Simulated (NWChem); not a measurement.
hydronium (H$_{3}$O cation); SMILES [OH3+]

Program: NWChem. The geometry was optimised at B3LYP/6-31G* (spherical d).

Q: Predict the results for BLYP/def2-SVP. Quantities: highest occupied level (eV); orbital gap (eV).

A: 
```yaml
highest occupied level (eV): -18.33
orbital gap (eV): 10.23
```
